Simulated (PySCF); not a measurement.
C5H9FOSi: full NMR table

- Formula: C5H9FOSi
- SMILES: C=C1CO[C@@H](F)C[SiH2]1
- Point group of the computed structure: C1
- Degrees of unsaturation: 2
- Carbon signals: 5
- Proton signals: 9

Bonds (- single, = double, # triple, : aromatic): C1=C2, C2-C3, C3-O4, O4-C5, C5-F6, C5-C7, C7-Si8, Si8-C2. C1 carries H9, H10; C3 carries H11, H12; C5 carries H13; C7 carries H14, H15; Si8 carries H16, H17. Stereochemistry as in C=C1CO[C@@H](F)C[SiH2]1. H10 is cis to C3; H11, H15, H16 are cis to F6 on the ring; H9 is trans to C3; H12, H14, H17 are trans to F6 on the ring.

Relativity neglected, a single conformation, gas phase. Coordinates at the GFN2-xTB level; σ from GIAO-PBE0/pcSseg-1; PySCF 2.14.

δ = σ(ref) − σ, references computed at the same level: 1H (31.72 ppm), 13C (186.93 ppm), 29Si (349.16 ppm) against TMS; CFCl3 for 19F (170.95 ppm); 17O (336.08 ppm) vs H2O.

| carbon | δC, type | δH (multiplicity) | HMBC from (2–3 bonds) | span of the C tensor (ppm) |
| --- | --- | --- | --- | --- |
| C1 | 133.7, CH2 | H9 5.78 (br s); H10 6.07 (br s) | H11, H16, H17, H12 | 212 |
| C2 | 148.5, C | – | H10, H9, H11, H16, H17, H12, H15, H14 | 259 |
| C3 | 71.8, CH2 | H11 5.16 (m); H12 4.25 (m) | H13, H10, H9, H16, H17 | 61 |
| C5 | 112.1, CH | 6.37 (m) | H11, H16, H17, H12, H15, H14 | 55 |
| C7 | 19.0, CH2 | H14 1.18 (m); H15 1.34 (m) | H13, H16, H17 | 43 |

Other nuclei:
| atoms | nucleus | environment | δ (ppm) | σ (ppm) |
| --- | --- | --- | --- | --- |
| H16 | 1H | hydrogen on a silicon bonded to 2 C, in a 6-membered ring | 4.75 | 26.97 |
| H17 | 1H | hydrogen on a silicon bonded to 2 C, in a 6-membered ring | 4.35 | 27.37 |
| F6 | 19F | fluorine on an sp3 carbon | -154.4 | 325.3 |
| Si8 | 29Si | silicon bonded to 2 C, 2 H, in a 6-membered ring | -59.3 | 408.5 |
| O4 | 17O | ether oxygen | 98.4 | 237.7 |

1. Carbon types of the structure: 1 × C, 1 × CH, 3 × CH2, leaving 2 H on heteroatoms.
2. δC 148.5: fully substituted alkene carbon; the olefinic region.
3. δC 133.7: terminal =CH2 carbon; an sp2 carbon of a C=C bond.
4. δC 112.1: sp3 CH bonded to F and O; 2 electronegative neighbours deshield it.
5. δC 71.8: allylic sp3 CH2 bonded to O; deshielded by the electronegative neighbour.
6. δH 6.37: hydrogen on an sp3 CH bonded to F and O; its carbon carries F and O, an electronegative neighbour.

Splittings by 19F in the carbon and heteronuclear signals aren't shown, as no couplings were computed. Shifts are as computed. Against solution values, carbons near 30 ppm lie about +3 ppm off and those near 130 ppm about +5 ppm. Of 1309 compounds with measured shifts, 239 miss one by over three times the rms of a fit or turn the order of signals round; such compounds aren't used in these exercises. Unscaled 19F shifts against computed CFCl3 carry errors that often reach 10 to 50 ppm. Experimental scales use liquid or dissolved standards, which lie at an offset from isolated H2O (liquid H2O: subtract about 36 ppm). No couplings were computed; multiplicities are counted from neighbouring protons, with m where these are inequivalent, close in shift, in a saturated or five-membered ring or joined by F or P, and br s for small geminal =CH2 splittings.
